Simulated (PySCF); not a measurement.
BBr$_{3}$ (SMILES BrB(Br)Br), singlet, at a GFN2-xTB geometry; PBE0/3-21G run with PySCF.

PySCF was given this input:
```python
from pyscf import gto, scf, dft

mol = gto.M(
    atom='''
B     0.018083   -0.019782   -0.037610
Br   -1.507311   -1.111182   -0.137553
Br    0.019712    1.666704   -0.864490
Br    1.485016   -0.552696    1.007416
''',
    basis='3-21g',
    charge=0,
    spin=0,
    verbose=4,
)

mf = dft.RKS(mol)
mf.xc = 'pbe0'
mf.kernel()
```

Task: What does PySCF print? Leave out banner, timings and long lists.

Result: 
```
PySCF version 2.14.0

[INPUT] verbose = 4
[INPUT] num. atoms = 4
[INPUT] num. electrons = 110
[INPUT] charge = 0
[INPUT] spin (= nelec alpha-beta = 2S) = 0
[INPUT] symmetry False subgroup None
[INPUT] Mole.unit = angstrom
[INPUT] Symbol           X                Y                Z      unit          X                Y                Z       unit  Magmom
[INPUT]  1 B      0.018083000000  -0.019782000000  -0.037610000000 AA    0.034171917511  -0.037382562196  -0.071072599545 Bohr   0.0
[INPUT]  2 Br    -1.507311000000  -1.111182000000  -0.137553000000 AA   -2.848404974544  -2.099829654546  -0.259937497612 Bohr   0.0
[INPUT]  3 Br     0.019712000000   1.666704000000  -0.864490000000 AA    0.037250281367   3.149614090717  -1.633649337425 Bohr   0.0
[INPUT]  4 Br     1.485016000000  -0.552696000000   1.007416000000 AA    2.806273530597  -1.044444070143   1.903740333505 Bohr   0.0

nuclear repulsion = 745.880457725458
number of shells = 35
number of NR pGTOs = 177
number of NR cGTOs = 75
basis = 3-21g
ecp = {}

******** <class 'pyscf.dft.rks.RKS'> ********
method = RKS
initial guess = minao
damping factor = 0
level_shift factor = 0
DIIS = <class 'pyscf.scf.diis.CDIIS'>
diis_start_cycle = 1
diis_space = 8
diis_damp = 0
SCF conv_tol = 1e-09
SCF conv_tol_grad = None
SCF max_cycles = 50
direct_scf = True
direct_scf_tol = 1e-13
XC library pyscf.dft.libxc version 7.1.2
    S. Lehtola, C. Steigemann, M. J. T. Oliveira, and M. A. L. Marques,  SoftwareX 7, 1–5 (2018)
XC functionals = pbe0
    C. Adamo and V. Barone,  J. Chem. Phys. 110, 6158 (1999)
    M. Ernzerhof and G. E. Scuseria,  J. Chem. Phys. 110, 5029 (1999)
radial grids:
    Treutler-Ahlrichs [JCP 102, 346 (1995); DOI:10.1063/1.469408] (M4) radial grids

becke partition: Becke, JCP 88, 2547 (1988); DOI:10.1063/1.454033
pruning grids: <function nwchem_prune>
grids dens level: 3
symmetrized grids: False
atomic radii adjust function: <function treutler_atomic_radii_adjust>
small_rho_cutoff = 0
Set gradient conv threshold to 3.16228e-05
Initial guess from minao.
tot grids = 75320
init E= -7701.72892873477
  HOMO = -0.369270317514731  LUMO = -0.126952860223852  gap/eV = 6.59379
cycle= 1 E= -7709.14047951982  delta_E= -7.41  |g|= 0.387  |ddm|= 2.61
  HOMO = -0.280150547947003  LUMO = -0.115349651983737  gap/eV = 4.48446
cycle= 2 E= -7709.08756742201  delta_E= 0.0529  |g|= 0.575  |ddm|= 1.42
  HOMO = -0.287887950150026  LUMO = -0.0586867185016123  gap/eV = 6.23688
cycle= 3 E= -7709.19054647391  delta_E= -0.103  |g|= 0.0315  |ddm|= 0.855
  HOMO = -0.295464039658683  LUMO = -0.0679475253053951  gap/eV = 6.19104
cycle= 4 E= -7709.19085799258  delta_E= -0.000312  |g|= 0.00524  |ddm|= 0.0612
  HOMO = -0.294774967336941  LUMO = -0.066484267396747  gap/eV = 6.21211
cycle= 5 E= -7709.1908678275  delta_E= -9.83e-06  |g|= 0.000194  |ddm|= 0.0117
  HOMO = -0.294819805330842  LUMO = -0.0665407877262587  gap/eV = 6.21179
cycle= 6 E= -7709.19086784721  delta_E= -1.97e-08  |g|= 1.44e-05  |ddm|= 0.000627
  HOMO = -0.294819217567476  LUMO = -0.0665421027572045  gap/eV = 6.21174
cycle= 7 E= -7709.1908678473  delta_E= -8.37e-11  |g|= 1.33e-06  |ddm|= 6.31e-05
  HOMO = -0.294819017141249  LUMO = -0.0665416073860979  gap/eV = 6.21174
Extra cycle  E= -7709.1908678473  delta_E= -1.82e-12  |g|= 1.27e-06  |ddm|= 5.78e-06
converged SCF energy = -7709.1908678473
```
